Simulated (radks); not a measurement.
Ionisation ladder of platinum, from Pt66+ to Pt77+. Each ion is in the ground configuration listed by NIST, and IE = E(next ion) - E(this ion), with E = 0 for the bare nucleus. All-electron calculation, scalar-relativistic Kohn-Sham, r2SCAN, spin-polarised, spherical densities, finite nucleus; open shells are filled with parallel spins first (spin-orbit coupling, left out, can overturn this in heavy ions); meta-GGA in the generalised Kohn-Sham scheme; Fermi nuclear charge, rms radius 5.427 fm. Program: a radial shooting solver on a logarithmic mesh with Libxc functionals.

species  configuration  E (hartree)  IE, Delta-SCF (eV)  -e(HOMO) (eV)     HOMO  <r> HOMO (bohr)  IE, NIST (eV)    kind  error (eV)
Pt66+         [Ne] 3s2  -13023.3125              7973.7         7927.9       3s            0.172           7960  theory       +13.7
Pt67+         [Ne] 3s1  -12730.2855              8116.0         8069.8    3s up            0.171           8100  theory       +16.0
Pt68+             [Ne]  -12432.0268             18081.8        17918.0       2p           0.0640          17540  theory      +541.8
Pt69+     [He] 2s2 2p5  -11767.5339             18422.0        18260.6  2p down           0.0636          17890  theory      +532.0
Pt70+     [He] 2s2 2p4  -11090.5381             18752.3        18596.8  2p down           0.0633          18280  theory      +472.3
Pt71+     [He] 2s2 2p3  -10401.4024             19244.1        19073.6    2p up           0.0628          18630  theory      +614.1
Pt72+     [He] 2s2 2p2   -9694.1966             19593.9        19425.9    2p up           0.0625          20840  theory     -1246.1
Pt73+     [He] 2s2 2p1   -8974.1326             19933.7        19771.6    2p up           0.0622          21280  theory     -1346.3
Pt74+         [He] 2s2   -8241.5835               21890          21776       2s           0.0695          21840  theory       +50.2
Pt75+         [He] 2s1   -7437.1336               22248          22132    2s up           0.0692        22205.7  theory       +42.7
Pt76+             [He]   -6619.5198               89302          88804       1s           0.0171        88955.1  theory      +347.4
Pt77+              1s1   -3337.7147               90824          90321    1s up           0.0170        90659.8  theory      +164.0

Reference values: NIST Atomic Spectra Database (exp. = measured, semi-emp. = semi-empirical, theory = theoretical value adopted there). The ionisation energy per charge of the ion left behind rises most, in proportion, at Pt76+ ([He]), from 292.74 to 1159.8 eV. Open shells are spherical and high-spin; term and fine-structure splittings are not resolved. Spin-orbit splitting is averaged out at the scalar-relativistic level.
